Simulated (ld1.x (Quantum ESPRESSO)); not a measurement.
Results of a calculation; reference values are marked as such.
## Potentials for Li (Z = 3) compared

Generated with ld1.x 7.5 (TM, RRKJ, ultrasoft, PAW), atompaw 4.2 or ONCVPSP 4.0.1. The cutoff is in Ry: for ld1.x and atompaw files where the sum of valence levels is converged to 10 mRy in a Bessel basis, for ONCV files where the hardest occupied wave has 1 mHa per electron of residual kinetic energy. The error is the largest all-electron minus pseudo excitation energy over each file’s own four to seven test configurations (ionisations up to +4, promotions, holes and added fractions of an electron), all of which were solved. The labels leave out finer settings (local radius, basis sizes, second energies), which also bear on the numbers. Spin-polarised tests are not counted. The rows are a selection from randomly drawn settings: files with unsolved tests, undetermined cutoffs or missed reference levels are left out.

| potential | cutoff (Ry) | largest error (meV) | bound ghosts |
| --- | --- | --- | --- |
| TM, PBE, non-relativistic, rc 2.15/4.20/4.30 (spd), local s, core correction yes, reference 2s0.75 2p0.25 | 6 | -4.2 | none |
| TM, PBE, scalar-relativistic, rc 0.60/4.20/3.30 (spd), local smoothed, core correction no, reference 1s2 2s0 2p0 | 200 | -4016 | none |
| TM semilocal, LDA (PZ), non-relativistic, rc 2.95/4.20 (sp), local s, core correction no, reference 2s1 2p0 | 6 | +5.8 | none |

Q: Fill in the row for Li: RRKJ, PBE, scalar-relativistic, rc 3.00/4.20 (sp), local p, core correction yes, reference 2s1 2p0.

A: cutoff 12 Ry, largest error +34 meV, bound ghosts: none.

Q: Fill in the row for Li: TM semilocal, PBEsol, non-relativistic, rc 3.00/4.20/3.60 (spd), local p, core correction no, reference 2s0.75 2p0.25.

A: cutoff 6 Ry, largest error +3.3 meV, bound ghosts: none.

Q: Fill in the row for Li: TM, PBE, non-relativistic, rc 2.15/4.20/4.50 (spd), local p, core correction no, reference 2s0 2p1.

A: cutoff 6 Ry, largest error -4.1 meV, bound ghosts: none.
